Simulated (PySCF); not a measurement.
A geometry optimisation, step by step.

CH4B3Cl2F.
Bonds: F1–B2, B2–B3, B3–C4, C4–B5, B5–Cl6, B5–Cl7. Hydrogens: H8 on B2; H9 on B3; H10, H11 on C4.

Method: PBE0-D3(BJ)/def2-SVP geometry optimisation, gas phase (PySCF 2.14.0); density fitting, grid level 1; the optimiser is geomeTRIC in internal coordinates, started from a GFN2-xTB structure with every atom displaced at random (about 0.01 Å). The frame can shift and turn from step to step; on so coarse a grid that alone can change the energy by a few meV, and forces under 0.02 eV/Å are noise.

Step 0: E = -30869.2431 eV, largest atomic force 1.947 eV/Å
```
atom  x, y, z in Å  |  force x, y, z in eV/Å
F1      1.724   -1.395   -1.566   -0.295  -0.076  -0.271
B2      1.845   -0.620   -0.496    0.239  -0.277  -0.514
B3      0.750    0.571   -0.083   -0.132  -0.485   0.444
C4     -0.459    0.300    0.848   -1.204  -0.170  -0.073
B5     -1.729   -0.004   -0.109    1.451   0.724   1.077
Cl6    -2.676    1.290   -0.748   -0.345   0.531  -0.238
Cl7    -2.123   -1.610   -0.539   -0.244  -1.056  -0.271
H8      2.850   -0.862    0.112    0.327   0.098   0.521
H9      0.896    1.687   -0.422    0.182   0.866  -0.438
H10    -0.708    1.174    1.469   -0.051   0.198  -0.180
H11    -0.333   -0.556    1.518    0.072  -0.353  -0.057
```

Step 1: E = -30869.3645 eV, largest atomic force 0.630 eV/Å
```
atom  x, y, z in Å  |  force x, y, z in eV/Å
F1      1.664   -1.341   -1.508    0.031   0.002  -0.043
B2      1.846   -0.607   -0.418   -0.100   0.071   0.110
B3      0.728    0.583    0.051    0.119  -0.023   0.013
C4     -0.558    0.280    0.899    0.166   0.067   0.110
B5     -1.604   -0.006   -0.220   -0.509  -0.369  -0.035
Cl6    -2.493    1.298   -0.992    0.141  -0.119   0.000
Cl7    -1.953   -1.666   -0.737    0.136   0.441   0.080
H8      2.856   -0.843    0.223    0.016  -0.007  -0.022
H9      0.902    1.731   -0.310   -0.011  -0.034   0.018
H10    -0.878    1.161    1.478   -0.010   0.001  -0.112
H11    -0.465   -0.607    1.545    0.021  -0.030  -0.118
```

Step 2: E = -30869.3773 eV, largest atomic force 0.182 eV/Å
```
atom  x, y, z in Å  |  force x, y, z in eV/Å
F1      1.689   -1.319   -1.523   -0.008  -0.014  -0.015
B2      1.847   -0.605   -0.415    0.011   0.049   0.027
B3      0.726    0.574    0.055   -0.023  -0.008   0.022
C4     -0.563    0.277    0.903   -0.020   0.012  -0.018
B5     -1.634   -0.012   -0.199    0.005  -0.157  -0.092
Cl6    -2.474    1.289   -1.019    0.001   0.010   0.034
Cl7    -1.960   -1.658   -0.731    0.010   0.124   0.070
H8      2.860   -0.837    0.222   -0.001  -0.014   0.006
H9      0.900    1.721   -0.301    0.015   0.001  -0.003
H10    -0.877    1.165    1.472   -0.002   0.015  -0.009
H11    -0.468   -0.611    1.544    0.013  -0.018  -0.023
```

Step 3: E = -30869.3787 eV, largest atomic force 0.039 eV/Å
```
atom  x, y, z in Å  |  force x, y, z in eV/Å
F1      1.700   -1.312   -1.519    0.002  -0.016  -0.014
B2      1.853   -0.600   -0.409    0.009   0.015   0.013
B3      0.728    0.577    0.052   -0.010   0.009   0.030
C4     -0.563    0.275    0.892    0.006  -0.009  -0.028
B5     -1.637   -0.018   -0.205    0.011  -0.037  -0.001
Cl6    -2.481    1.290   -1.006   -0.021   0.019  -0.019
Cl7    -1.978   -1.659   -0.724    0.000   0.031   0.018
H8      2.859   -0.839    0.238   -0.003  -0.008  -0.002
H9      0.906    1.725   -0.301    0.002   0.003  -0.004
H10    -0.880    1.162    1.461   -0.007  -0.001   0.003
H11    -0.463   -0.616    1.530    0.011  -0.006   0.002
```

Step 4: E = -30869.3788 eV, largest atomic force 0.033 eV/Å
```
atom  x, y, z in Å  |  force x, y, z in eV/Å
F1      1.709   -1.310   -1.517   -0.005   0.001  -0.004
B2      1.857   -0.598   -0.405    0.008  -0.009   0.006
B3      0.732    0.581    0.052    0.002   0.008   0.001
C4     -0.562    0.274    0.886    0.005   0.008  -0.030
B5     -1.639   -0.018   -0.210   -0.003   0.003   0.029
Cl6    -2.491    1.287   -1.010    0.009   0.016  -0.005
Cl7    -1.987   -1.658   -0.717   -0.006  -0.030  -0.011
H8      2.857   -0.844    0.248    0.001   0.002   0.002
H9      0.912    1.730   -0.296   -0.002   0.000   0.001
H10    -0.881    1.159    1.457   -0.005  -0.002   0.009
H11    -0.460   -0.619    1.521   -0.003   0.004   0.002
```

Step 5: E = -30869.3789 eV, largest atomic force 0.024 eV/Å
```
atom  x, y, z in Å  |  force x, y, z in eV/Å
F1      1.708   -1.309   -1.515    0.000   0.001   0.003
B2      1.858   -0.598   -0.403    0.000  -0.003   0.001
B3      0.732    0.582    0.052    0.007   0.005  -0.002
C4     -0.562    0.273    0.885    0.000  -0.005  -0.013
B5     -1.640   -0.019   -0.210    0.004   0.018   0.015
Cl6    -2.485    1.290   -1.013    0.002  -0.001  -0.007
Cl7    -1.992   -1.660   -0.716   -0.006  -0.013  -0.006
H8      2.857   -0.845    0.251    0.000  -0.001  -0.001
H9      0.912    1.731   -0.296   -0.003  -0.001   0.001
H10    -0.883    1.158    1.455   -0.004  -0.003   0.005
H11    -0.460   -0.619    1.520   -0.001   0.003   0.003
```

Problem. Summarise the path.

Solution. The energy falls by 0.1358 eV from step 0 to step 5; nine tenths of that is first reached at step 2. It falls at every step. The largest force goes from 1.947 to 0.024 eV/Å. Among the bonds C4–B5 changes most, from 1.620 to 1.564 Å; the atoms move by 0.090 Å rms after alignment.

Problem. Follow the three bonds and two angles with the largest change from start to end.

Solution. 
| step | E above end (eV) | largest force (eV/Å) | C4–B5 (Å) | B5–Cl7 (Å) | B3–H9 (Å) | H10–C4–H11 (°) | F1–B2–H8 (°) |
| --- | --- | --- | --- | --- | --- | --- | --- |
| 0 | 0.1358 | 1.947 | 1.620 | 1.708 | 1.175 | 107.6 | 111.5 |
| 1 | 0.0143 | 0.630 | 1.558 | 1.774 | 1.215 | 111.2 | 116.0 |
| 2 | 0.0016 | 0.182 | 1.564 | 1.760 | 1.214 | 112.0 | 115.7 |
| 3 | 0.0002 | 0.039 | 1.563 | 1.755 | 1.214 | 112.3 | 115.7 |
| 4 | 0.0000 | 0.033 | 1.564 | 1.752 | 1.214 | 112.4 | 115.6 |
| 5 | 0.0000 | 0.024 | 1.564 | 1.752 | 1.214 | 112.3 | 115.6 |

What follows is the cost of the whole optimisation. On one thread, Arm Neoverse V2 (aarch64), shared host, this took 33 s and 0.53 GiB of memory at its peak.
